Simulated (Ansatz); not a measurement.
`F[Si](Cl)(Cl)[O][GeH3]` + H₂ → `F[SiH](Cl)Cl` + `[OH][GeH3]` at 500 K and 1 bar (hydrogenolysis of the Si–O bond).

Gas-phase electronic energies from Ansatz, PBE0-D4/def2-TZVP geometries. CCSD(T)/CBS adds triple-zeta CCSD(T) − MP2 to the extrapolated MP2 energy (def2 sets, frozen cores). This one scheme is used for every species. For Ge outer-core shells are correlated without core-valence functions, which leaves a few kJ/mol of doubt a bond. Scalar relativity is left out up to krypton. One conformer a species, not always the lowest.

```json
{"species": "`F[Si](Cl)(Cl)[O][GeH3]`", "CCSD(T)/CBS energy (Eh)": "-3461.76595", "H − E (kJ/mol)": "147.9", "S (J/(mol·K))": "497.6"}
{"species": "H₂", "CCSD(T)/CBS energy (Eh)": "-1.17544", "H − E (kJ/mol)": "41.0", "S (J/(mol·K))": "145.5"}
{"species": "`F[SiH](Cl)Cl`", "CCSD(T)/CBS energy (Eh)": "-1309.19911", "H − E (kJ/mol)": "71.9", "S (J/(mol·K))": "352.5"}
{"species": "`[OH][GeH3]`", "CCSD(T)/CBS energy (Eh)": "-2153.69723", "H − E (kJ/mol)": "124.0", "S (J/(mol·K))": "309.0"}
```

H − E and S are ideal-gas, rigid-rotor, harmonic terms from PBE0-D4/def2-TZVP, for one conformer and one mirror image of each species. The MP2-based limit puts H₂ 0.8 mEh under its directly extrapolated value; such offsets cancel only in part. 1 Eh = 2625.50 kJ/mol, R = 8.31446 J/(mol·K).

Task: By hand: ΔE, ΔH, ΔS and ΔG.

Result: ΔE = (-1309.19911) + (-2153.69723) − (-3461.76595) − (-1.17544) = 0.04505 Eh = 118.3 kJ/mol. Δ(H − E) = 71.9 + 124.0 − 147.9 − 41.0 = 7.0, so ΔH = 125.3 kJ/mol. ΔS = 352.5 + 309.0 − 497.6 − 145.5 = 18.4 J/(mol·K). ΔG = 125.3 − 500 × (18.4)/1000 = 116.1 kJ/mol.

Task: By hand: the equilibrium constant, and the temperature at which ΔG would vanish if ΔH and ΔS stayed fixed.

Result: log₁₀ K = −ΔG/(RT ln 10) = -12.1. ΔG = 0 at ΔH/ΔS = 6810 K, far beyond where these terms or the molecules hold.

ΔH outweighs TΔS. A doubt of 5 kJ/mol in ΔE shifts log₁₀ K by 0.5 here. Other conformers and mirror images would add mixing entropy, several J/(mol·K) or more a flexible species. Modes under 60 cm⁻¹, often nearly free rotors, make the harmonic entropy too high. These are equilibria of isolated gas molecules and say nothing of rates. Largest T1 diagnostic: 0.011 (customary marks: 0.02 for closed shells, 0.045 for open ones).
